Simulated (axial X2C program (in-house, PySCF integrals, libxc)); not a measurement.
Potential curves of GeF, with spin–orbit coupling

Calculated with an axial X2C code built on PySCF integrals. Two-component (2c) means X2C with spin–orbit coupling and atomic mean-field two-electron Coulomb and Gaunt terms. Basis: Ge dyall-cv3z [9s9p7d4f1g], F dyall-av3z [7s6p3d2f] (cores contracted in-house); Gaussian nuclei, density fitting, unrestricted open shells. Masses: Ge 73.921 u, F 18.998 u.

State: Ω = 1/2 (⟨Sz⟩ = -0.50, ⟨Lz⟩ = 1.00 at HF). Energies in eV from the lowest point of each curve. Fits are polynomials in 1 − R0/R over 0.85 to 1.23 times the lowest point R0.

```tsv
R (Å)	MP2	HF	PBE0
1.5295	1.0111	0.7983	0.9377
1.5998	0.4244	0.2846	0.3814
1.6525	0.1738	0.0847	0.1484
1.7053	0.0419	0.0000	0.0305
1.7580	0.0000	0.0016	0.0000
1.8195	0.0354	0.0829	0.0459
1.8811	0.1367	0.2253	0.1553
1.9602	0.3330	0.4671	0.3592
2.0569	0.6356	0.8151	0.6674
2.1975	1.1350	1.3619	1.1682
```

Correlated methods: 11 electrons correlated (number of frozen shells: Ge 3 s, 2 p, 1 d; F 1 s), 233 virtual spin orbitals or spinors in MP2.

The state is one determinant whose occupation by symmetry is held fixed; it was picked as the lowest of a PBE0 search that is not exhaustive. Density functionals use the spin component along the axis (collinear). Without a current term, density functionals place determinants with orbital angular momentum somewhat too high. With the outer-core shells frozen, correlated bond lengths of heavy atoms tend to come out a few hundredths of an ångström too long. MP2 and coupled cluster on one determinant become unreliable at the stretched end.

What are Re and ωe at the MP2 level?

At MP2, 2c: Re = 1.762 Å, ωe ≈ 653 cm⁻¹; Be follows as 0.359 cm⁻¹.

What are Re and ωe at the HF level?

At HF, 2c: Re = 1.730 Å, ωe ≈ 695 cm⁻¹; Be follows as 0.373 cm⁻¹.

Fit the PBE0 curve near its minimum: give the equilibrium distance and the harmonic wavenumber.

At PBE0, 2c: Re = 1.754 Å, ωe ≈ 656 cm⁻¹; Be follows as 0.363 cm⁻¹.
